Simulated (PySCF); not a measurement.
A GIAO shielding run with PySCF 2.14 (density fitting, non-relativistic, gas phase) on SMILES C[SiH](C)C#N, C$_{3}$H$_{7}$NSi:

```
$ OMP_NUM_THREADS=1 python probes_run.py task.json out

{"job": {"kind": "nmr", "xc": "PBE0", "basis": "STO-3G", "pop": true}, "charge": 0, "multiplicity": 1}
C      1.661094    -0.157306    -0.084150
Si    -0.129467     0.185602    -0.500122
C     -1.320547    -0.944449     0.393857
C     -0.503607     1.939203     0.033115
N     -0.723476     3.022349     0.385621
H      1.931347    -1.186050    -0.369182
H      1.837670    -0.038054     0.995617
H      2.328945     0.534015    -0.619779
H     -0.358400     0.159419    -1.974126
H     -2.364892    -0.678266     0.173332
H     -1.169976    -0.882092     1.482445
H     -1.157126    -1.988291     0.082893
```

Hardware: 1 thread of an Arm Neoverse V1, shared host. The job also computes population analyses, field gradients.

(1) How large is the calculation?

(2) How long does it take, and how much memory does it need?

(3) And these other runs on the same molecule and hardware: GIAO shielding at B3LYP/pcSseg-2; GIAO shielding at B97-D/pcSseg-2; GIAO shielding at BLYP/pcSseg-2; GIAO shielding at BP86/pcSseg-2; GIAO shielding at HF/pcSseg-2; GIAO shielding at KT2/pcSseg-2?

## Answers

(1) 46 electrons, 36 basis functions and 556 auxiliary functions.

(2) 2.7 s of wall time, with 11 SCF cycles and 5 response iterations; peak memory 0.53 GiB. Times on a shared host scatter by some tens of per cent.

(3) B3LYP/pcSseg-2: 285 functions, 37 s; B97-D/pcSseg-2: 285 functions, 46 s; BLYP/pcSseg-2: 285 functions, 46 s; BP86/pcSseg-2: 285 functions, 48 s; HF/pcSseg-2: 285 functions, 20 s; KT2/pcSseg-2: 285 functions, 49 s.
